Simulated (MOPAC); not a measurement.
MOPAC input (MNDO):

```
MNDO 1SCF UHF MS=0.5 GEO-OK AUX(PRECISION=9) THREADS=1
C2HF2

F     1.38852700 1    1.07823900 1    0.16063700 1
C     0.64654500 1   -0.03593700 1    0.05689500 1
C    -0.66035800 1    0.02164000 1   -0.05861200 1
F    -1.51423400 1   -0.96205600 1   -0.16806600 1
H     1.21423800 1   -0.95985300 1    0.07715600 1
```

From the output:

```
                                                       MOPAC v23.2.5 Linux

          FINAL HEAT OF FORMATION =        -33.64616 KCAL/MOL =    -140.77553 KJ/MOL

          COSMO AREA              =         85.94 SQUARE ANGSTROMS
          COSMO VOLUME            =         67.51 CUBIC ANGSTROMS

          IONIZATION POTENTIAL    =         10.814738 EV
          ALPHA SOMO LUMO (EV)    =        -11.014  0.173
          BETA  SOMO LUMO (EV)    =        -10.815 -0.641
          NO. OF ALPHA ELECTRONS  =         12
          NO. OF BETA  ELECTRONS  =         11
          MOLECULAR WEIGHT        =         63.0267         POINT GROUP:  Cs

          MOLECULAR DIMENSIONS (Angstroms)

            Atom       Atom       Distance
            F     4    F     1     3.56327
            H     5    C     3     1.88151
            F     1    C     2     0.00000

          SCF CALCULATIONS        =          1

   ATOM   CHEMICAL          X               Y               Z
  NUMBER   SYMBOL      (ANGSTROMS)     (ANGSTROMS)     (ANGSTROMS)

     1       F          1.38852700  *   1.07823900  *   0.16063700  *
     2       C          0.64654500  *  -0.03593700  *   0.05689500  *
     3       C         -0.66035800  *   0.02164000  *  -0.05861200  *
     4       F         -1.51423400  *  -0.96205600  *  -0.16806600  *
     5       H          1.21423800  *  -0.95985300  *   0.07715600  *

                             CARTESIAN COORDINATES

   1    F        1.388527000     1.078239000     0.160637000
   2    C        0.646545000    -0.035937000     0.056895000
   3    C       -0.660358000     0.021640000    -0.058612000
   4    F       -1.514234000    -0.962056000    -0.168066000
   5    H        1.214238000    -0.959853000     0.077156000

           Empirical Formula: C2 H F2  =     5 atoms

      MOLECULAR POINT GROUP   :   Cs

          ALPHA EIGENVALUES
 -48.50663 -46.56266 -31.82390 -21.91642 -19.13668 -18.63586 -17.95086 -17.18471
 -16.46552 -15.08790 -11.77651 -11.01442   0.17263   3.20883   3.63823   4.73511
   5.24029

           BETA EIGENVALUES
 -47.94020 -46.61578 -31.41259 -21.29044 -18.95923 -18.20343 -17.52343 -16.73321
 -16.57520 -14.74572 -10.81474  -0.64111   0.74032   3.41791   3.59570   4.89637
   5.95925

              NET ATOMIC CHARGES AND DIPOLE CONTRIBUTIONS

  ATOM NO.   TYPE          CHARGE      No. of ELECS.   s-Pop       p-Pop
    1          F          -0.175337        7.1753     1.88366     5.29168
    2          C           0.101254        3.8987     1.17481     2.72393
    3          C           0.081627        3.9184     1.28824     2.63013
    4          F          -0.114146        7.1141     1.87016     5.24399
    5          H           0.106602        0.8934     0.89340
 DIPOLE           X         Y         Z       TOTAL
 POINT-CHG.     0.338    -0.881     0.001     0.944
 HYBRID         0.028    -0.245    -0.006     0.247
 SUM            0.366    -1.126    -0.005     1.184

          ATOMIC ORBITAL ELECTRON POPULATIONS

     Atom    s        px        py        pz
    1  F   1.88366   1.78436   1.56622   1.94110
    2  C   1.17481   0.82091   0.80791   1.09511
    3  C   1.28824   0.82723   0.78663   1.01627
    4  F   1.87016   1.70534   1.60363   1.93502
    5  H   0.89340

                    (SZ)    =    0.500000
                    (S**2)  =    1.023604

          ATOMIC ORBITAL SPIN POPULATIONS

    Atom   Total    s     px     py     pz
         Atomic
    1  F -0.0269 -0.002 -0.000  0.014 -0.039
    2  C -0.5236 -0.024 -0.001 -0.028 -0.470
    3  C  1.3640  0.204  0.227  0.461  0.472
    4  F  0.1112  0.005 -0.011  0.079  0.037
    5  H  0.0752  0.075

 **********************
 *                    *
 * JOB ENDED NORMALLY *
 *                    *
 **********************

 == MOPAC DONE ==
```

The geometry given is a B3LYP-D3(BJ)/def2-TZVP minimum.

The determinant is spin-contaminated: <S^2> is 1.02 against 0.75 for a pure state.
